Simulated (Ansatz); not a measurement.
def2 core potentials replace the inner electrons of Te.

Z-matrix (Å, degrees):
```
C
C 1 1.3336
H 2 1.0943 1 121.18
H 2 1.0947 3 117.91 1 179.54
H 1 1.0960 2 122.78 3 179.46
Te 1 2.1258 5 114.16 2 -179.75
O 6 2.0167 1 94.76 5 176.28
H 7 0.9696 6 106.21 1 -87.18
```
Charge 0, multiplicity 1.

Level of theory: frozen-core CCSD(T)/def2-TZVPP // B3LYP-D3(BJ)/def2-SVP (Ansatz, a program for electronic structure). The restricted HF reference is unstable towards unrestricted orbitals.

The HF energy comes out as -419.94177 Ha and the MP2 correlation energy is -1.03616 Ha.

Question: Estimate the CCSD correlation energy, the (T) correction, the total energy and the T1 diagnostic.

Answer: 
```
Quantity                        Result
-----------------------  -------------
CCSD correlation energy    -1.03014 Ha
(T) correction             -0.03839 Ha
CCSD(T) total energy     -421.01030 Ha
T1 diagnostic                    0.014
```
